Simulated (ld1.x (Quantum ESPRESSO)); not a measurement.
# An all-electron radial function and its pseudo partner (Ti (Z = 22))

Columns: radius, all-electron u(r) and pseudo u(r) of the 4p shell (level -1.45 eV) of titanium in the configuration [Ar] 3d2 4s2 4p0; PBEsol, scalar-relativistic, TM semilocal scheme, ld1.x (Quantum ESPRESSO) 7.5.

| r (bohr) | all-electron | pseudo |
| --- | --- | --- |
| 0.163 | 0.1074 | 0.0049 |
| 0.325 | 0.0287 | 0.0185 |
| 0.488 | -0.0961 | 0.0387 |
| 0.650 | -0.1706 | 0.0616 |
| 0.813 | -0.1859 | 0.0843 |
| 0.975 | -0.1575 | 0.1042 |
| 1.138 | -0.1034 | 0.1212 |
| 1.300 | -0.0377 | 0.1365 |
| 1.463 | 0.0319 | 0.1530 |
| 1.625 | 0.0993 | 0.1732 |
| 1.788 | 0.1626 | 0.2000 |
| 1.950 | 0.2197 | 0.2341 |
| 2.113 | 0.2710 | 0.2743 |
| 2.275 | 0.3158 | 0.3160 |
| 2.438 | 0.3548 | 0.3548 |
| 2.600 | 0.3878 | 0.3878 |
| 2.763 | 0.4156 | 0.4156 |
| 2.925 | 0.4381 | 0.4381 |
| 3.088 | 0.4560 | 0.4560 |
| 3.250 | 0.4694 | 0.4694 |
| 3.413 | 0.4789 | 0.4789 |
| 3.575 | 0.4848 | 0.4848 |
| 3.738 | 0.4874 | 0.4874 |
| 3.900 | 0.4872 | 0.4872 |
| 4.063 | 0.4844 | 0.4844 |
| 4.225 | 0.4795 | 0.4795 |

Q: How many radial nodes do the two functions have?

A: The all-electron 4p function has n − l − 1 = 2; the pseudo-wave has 0, since the states of the same l below it are removed with the core.

Q: At about which radius was the pseudo-wave matched?

A: 2.50 bohr. The columns agree to 0.0005 from 2.27 bohr on; several derivatives are matched, so the curves merge somewhat inside the radius.

Q: Where does each function peak?

A: Outermost all-electron maximum near 3.74 bohr, pseudo maximum near 3.74 bohr (to the table’s step).

Q: Is the pseudo-wave norm-conserving?

A: Yes: the TM semilocal scheme keeps the norm inside the radius equal to the all-electron one, which fixes the energy derivative of the logarithmic derivative at the level.
